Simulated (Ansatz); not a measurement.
Ansatz (a first-principles code) input:

Ansatz 0.2 input:
```yaml
crystal:
  periodic: [false, false, false]
  atoms:
    - {symbol: Ga, position_ang: [-0.00704136, -0.00837683, -0.02456268]}
    - {symbol: H, position_ang: [0.23895661, -1.55183267, 0.04358621]}
    - {symbol: H, position_ang: [-0.25900582, 1.53258279, -0.09471211]}
basis:
  gaussian:
    orbitals: def2-TZVP
hamiltonian:
  xc: b3lyp
  dispersion: d3bj
total_charge: 1
relax: {f_tol: 0.002, max_steps: 150}
```

Which total energy does the run end on?

-1925.78492 Eh (B3LYP-D3(BJ)/def2-TZVP). The basis has 60 functions.
